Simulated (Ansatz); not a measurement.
Mg10O13H6⁺. Total charge 1; doublet. Geometry PBE-D4/def2-SVP, that of the neutral singlet; atoms count from 1.

```xyz
29

Mg   -1.764   -1.762    1.933
Mg    1.530    1.564    2.206
Mg   -1.051    1.675    0.773
Mg    0.139   -0.617   -2.233
Mg    1.309   -0.906    0.510
Mg    1.059    1.651   -1.132
Mg   -2.193   -0.598   -0.433
Mg   -1.481    0.624    3.206
Mg   -0.592   -3.120   -0.221
Mg    0.754   -1.579    3.085
O     0.408   -2.623   -1.833
O     0.752    1.110   -3.041
O     2.144   -0.277   -1.187
O    -2.318   -2.458    0.206
O    -1.881   -0.670   -2.388
O     0.301   -2.460    1.376
O    -0.211    0.169   -0.335
O    -0.554    2.877   -0.703
O     1.939   -0.291    2.299
O     2.083    2.403    0.488
O    -2.343    0.238    1.434
O    -1.039   -1.188    3.684
O    -0.301    2.002    2.586
H     1.308   -2.953   -2.000
H     0.096    1.613   -3.553
H     3.042   -0.331   -1.551
H    -2.381   -1.291   -2.941
H    -0.635    3.842   -0.737
H     1.881    3.357    0.499
```

Single mean-field runs in def2-TZVP are fitted with def2-universal-jkfit.

(1) Estimate the Mulliken populations from the PBE0/def2-TZVP orbitals of Ansatz.

(2) Where does the spin sit?

(3) And the Mayer bond orders between bonded heavy atoms (over 0.3)?

Results:

(1) 
```tsv
atom	charge (e)	spin (α − β)
Mg1	1.28	-0.04
Mg2	0.95	-0.01
Mg3	1.30	-0.03
Mg4	1.16	0.00
Mg5	1.60	0.00
Mg6	1.05	0.00
Mg7	1.14	-0.02
Mg8	0.99	-0.02
Mg9	0.89	-0.02
Mg10	0.94	-0.02
O11	-0.87	0.00
O12	-0.81	0.04
O13	-0.91	0.01
O14	-0.89	0.24
O15	-0.85	0.00
O16	-1.07	0.11
O17	-1.33	0.09
O18	-0.84	0.00
O19	-1.00	0.14
O20	-0.83	0.00
O21	-0.99	0.32
O22	-0.97	0.10
O23	-0.98	0.12
H24	0.35	0.00
H25	0.34	0.00
H26	0.35	0.00
H27	0.34	0.00
H28	0.33	0.00
H29	0.34	0.00
```
Mulliken values and Mayer orders depend strongly on the basis.

(2) Summed by element: Mg -0.17, O 1.17, H 0.00, of 1 unpaired in all. Largest on single atoms: O21 0.32, O14 0.24, O19 0.14.

(3) Mg1–O14 0.47 (1.94 Å); Mg1–O22 0.49 (1.98 Å); Mg2–O19 0.67 (1.90 Å); Mg2–O20 0.56 (1.99 Å); Mg2–O23 0.66 (1.92 Å); Mg3–O18 0.56 (1.97 Å); Mg3–O23 0.38 (1.99 Å); Mg4–O12 0.45 (2.00 Å); Mg4–O15 0.41 (2.03 Å); Mg5–O13 0.39 (1.99 Å); Mg5–O19 0.32 (1.99 Å); Mg6–O12 0.42 (2.01 Å); Mg6–O18 0.39 (2.07 Å); Mg6–O20 0.44 (2.06 Å); Mg7–O14 0.50 (1.97 Å); Mg7–O15 0.49 (1.98 Å); Mg7–O21 0.37 (2.05 Å); Mg8–O21 0.49 (2.01 Å); Mg8–O22 0.62 (1.93 Å); Mg8–O23 0.67 (1.92 Å); Mg9–O11 0.53 (1.96 Å); Mg9–O14 0.68 (1.90 Å); Mg9–O16 0.66 (1.95 Å); Mg10–O16 0.52 (1.98 Å); Mg10–O19 0.67 (1.92 Å); Mg10–O22 0.65 (1.93 Å).
